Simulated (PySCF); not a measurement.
## Computed structure and properties of Nd(BH4)3

System: Nd(BH4)3 (singlet in the valence; each metal's 4f electrons, 3 of them, lie in its core potential, out of spins and levels); start: template (C3h). Method: PySCF 2.14.0, RKS TPSS, Nd lcecp-1-SVP with ECP49, B def2-SVP, H def2-SVP; non-relativistic Hamiltonian with scalar-relativistic core potentials where named; density fitting; no spin-orbit coupling.

Input of the relaxation:

```python
mol = gto.M(atom='''
Nd    -0.00000    -0.00000     0.00000
B      2.53192    -0.00000     0.00000
H      3.73191    -0.00000     0.00000
H      2.11599    -0.58938     1.02080
H      2.11599    -0.58938    -1.02080
H      2.11601     1.17879     0.00000
B     -1.26596     2.19271     0.00000
H     -1.86595     3.23192     0.00000
H     -0.54758     2.12719     1.02080
H     -0.54758     2.12719    -1.02080
H     -2.07887     1.24313     0.00000
B     -1.26596    -2.19271     0.00000
H     -1.86595    -3.23192     0.00000
H     -1.56841    -1.53782     1.02080
H     -1.56841    -1.53782    -1.02080
H     -0.03715    -2.42191     0.00000''',
    basis={'Nd': 'lcecp-1-SVP', 'B': 'def2-SVP', 'H': 'def2-SVP'},
    ecp={'Nd': 'lcecp-1-SVP'},
    charge=0, spin=0)
mf = dft.RKS(mol, xc='TPSS')
mf.grids.atom_grid = (50, 194)  # f atoms: unpruned, at least (60, 302)
mf = mf.density_fit()  # fitting sets: Nd AutoAux, B def2-universal-JKFIT, H def2-universal-JKFIT
mf.conv_tol = 1e-08; mf.max_cycle = 55
mf.kernel(dm0)  # dm0: converged density of the start geometry
# quasi-Newton relaxation in Cartesian coordinates to a largest gradient under 0.00045 Eh/bohr, steps kept in the point group
```

Run from Python with OMP_NUM_THREADS=4; the lines above give its settings. Where DIIS fails, smearing, a level shift and second-order steps follow.
It took 99 s on 4 threads of Intel(R) Xeon(R) Platinum 8259CL CPU @ 2.50GHz (Skylake/Cascade Lake), on a shared host, from the converged density of the start.

Course of the relaxation:

```tsv
step	energy above end (eV)	largest force component within the symmetry (eV/Å)
0	0.1892	0.645
1	0.1026	0.454
2	0.0154	0.129
3	0.0079	0.147
4	0.0005	0.063
5	0.0001	0.022
6	0.0000	0.009
7	0.0000	0.008
```

Relaxed geometry (C3h):

```xyz
16

Nd    0.0000    0.0000    0.0000
B     2.5324    0.0120    0.0000
H     3.7367   -0.0093    0.0000
H     2.0198   -0.5741    0.9941
H     2.0198   -0.5741   -0.9941
H     2.0451    1.1652    0.0000
B    -1.2766    2.1871    0.0000
H    -1.8603    3.2407    0.0000
H    -0.5127    2.0363    0.9941
H    -0.5127    2.0363   -0.9941
H    -2.0316    1.1885    0.0000
B    -1.2558   -2.1991    0.0000
H    -1.8764   -3.2315    0.0000
H    -1.5071   -1.4621    0.9941
H    -1.5071   -1.4621   -0.9941
H    -0.0135   -2.3537    0.0000
```

```csv
contact,Å
Nd1–H4 (BH4),2.323
Nd1–H9 (BH4),2.323
Nd1–H14 (BH4),2.323
```

On the finer grid (75, 302):

```yaml
HOMO: -8.33 eV
LUMO: -3.40 eV
Dipole_about_the_centre_of_mass: 0.00 D
Set_of_Mulliken_populations_of_Nd1_outside_the_core_potential: s 2.37, p 6.44, d 1.51, f 0.06
D3_BJ_dispersion_energy_not_in_the_energies: -0.406 eV
```

```tsv
atom	Mulliken (e)	Löwdin (e)	spin (e)
Nd1	0.62	0.62	0.00
B2	-0.11	-0.29	0.00
H3	0.00	-0.01	0.00
H4	-0.04	0.03	0.00
H5	-0.04	0.03	0.00
H6	-0.01	0.03	0.00
B7	-0.11	-0.29	0.00
H8	0.00	-0.01	0.00
H9	-0.04	0.03	0.00
H10	-0.04	0.03	0.00
H11	-0.01	0.03	0.00
B12	-0.11	-0.29	0.00
H13	0.00	-0.01	0.00
H14	-0.04	0.03	0.00
H15	-0.04	0.03	0.00
H16	-0.01	0.03	0.00
```

The 4f levels lie in the core potential and are missing. Their spin isn't counted.

No frequency check is given for this geometry.

Taking off one BH4 (charge -1, singlet; the rest: singlet) in vacuum, both parts rigid, costs 8.03 eV; the small basis without counterpoise inflates it. Most of it is the attraction of opposite charges; other ways to part are cheaper, and one spin state was tried for the rest.

Rigid scan of BH4 along the line from its metal:

```csv
distance to B2 (Å),energy (eV)
2.23,0.787
2.33,0.309
2.43,0.068
2.53,0.000
2.63,0.053
2.73,0.188
2.93,0.596
3.23,1.323
3.63,2.229
4.13,3.134
```

One start shape was tried, so this needn't be the lowest isomer.

An lcecp potential fixes the number of 4f electrons, so in runs with it no electron can move into or out of that shell.
